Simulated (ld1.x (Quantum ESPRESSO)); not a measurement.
# niobium (Nb): variants of one RRKJ potential

Base potential:

```json
{
  "Element": "niobium",
  "Generator": "ld1.x (Quantum ESPRESSO) 7.5",
  "Type": "norm-conserving RRKJ (Kleinman–Bylander form)",
  "Functional": "LDA (PZ)",
  "Relativity": "fully relativistic",
  "Frozen core": "[Kr]",
  "Valence charge": "5",
  "Reference configuration": "4d3 5s2 5p0",
  "Partial waves": "5s (bound): rc 3.15 bohr; 5p (bound, empty): rc 3.70 bohr; 4d (bound): rc 2.30 bohr",
  "Local potential": "all-electron potential smoothed inside 3.25 bohr (lloc = -1)",
  "Core correction": "Bessel-smoothed model core, default radius (core density twice the valence density)",
  "rho0": "0.005"
}
```

Open shells are filled in proportion to 2j + 1 (rel_dist='average').

Cutoffs, loose and tight: the cutoffs (Ry, on a coarse ladder) from which the occupation-weighted sum of valence levels, in a spherical-Bessel basis at the reference potential, stays within 10 and 1 mRy of its value at 400 Ry. They do not see the model core or the augmentation charge, which bear on the density cutoff. Test errors are all-electron minus pseudo excitation energies from the reference, over the configurations 4d4 5s1 5p0; 4d4 5s0 5p0; 4d3 5s0 5p0; 4d3 5s1 5p0; 4d2 5s0 5p0; 4d4 5s0 5p1; 4d1 5s0 5p0. A dash means not determined; rows that change the core or the reference have their own tests. The largest error is taken over the tests solved by every variant that gives reliable tests at all: 4d1 5s0 5p0; 4d2 5s0 5p0; 4d3 5s0 5p0; 4d3 5s1 5p0; 4d4 5s0 5p0; 4d4 5s1 5p0.

| change | outcome | cutoff, loose | cutoff, tight | bound ghosts | largest test error (meV) |
| --- | --- | --- | --- | --- | --- |
| base | generated | 25 Ry | 30 Ry | none | -830 |
| wave 4d (bound): rc 2.30 bohr becomes 4d (bound): rc 1.46 bohr | generated | 35 Ry | 70 Ry | none | -948 |
| wave 4d (bound): rc 2.30 bohr becomes 4d (bound): rc 1.78 bohr | generated | 35 Ry | 40 Ry | none | -932 |
| wave 4d (bound): rc 2.30 bohr becomes 4d (bound): rc 3.18 bohr | generated | 15 Ry | 18 Ry | none | -110 |
| wave 4d (bound): rc 2.30 bohr becomes 4d (bound): rc 3.46 bohr | generated | 15 Ry | 18 Ry | none | +493 |

(1) What comes out with this change to the base: wave 4d (bound): rc 2.30 bohr becomes 4d (bound): rc 2.18 bohr?

(2) What comes out with this change to the base: wave 4d (bound): rc 2.30 bohr becomes 4d (bound): rc 2.78 bohr?

(3) What comes out with this change to the base: wave 4d (bound): rc 2.30 bohr becomes 4d (bound): rc 2.46 bohr?

Results:

(1) outcome: generated; cutoff, loose: 30 Ry; cutoff, tight: 35 Ry; bound ghosts: none; largest test error (meV): -868.

(2) outcome: generated; cutoff, loose: 21 Ry; cutoff, tight: 25 Ry; bound ghosts: none; largest test error (meV): -541.

(3) outcome: generated; cutoff, loose: 25 Ry; cutoff, tight: 30 Ry; bound ghosts: none; largest test error (meV): -742.

Reading the sweep of the d radius (base included, trends over the rows without a ghost): The loose cutoff falls from 35 Ry at 1.46 to 15 Ry at 3.46 bohr. A larger radius leaves more room for a smooth pseudo-wave, so fewer plane waves are needed; a smaller one forces it to follow the all-electron wave where it bends sharply.
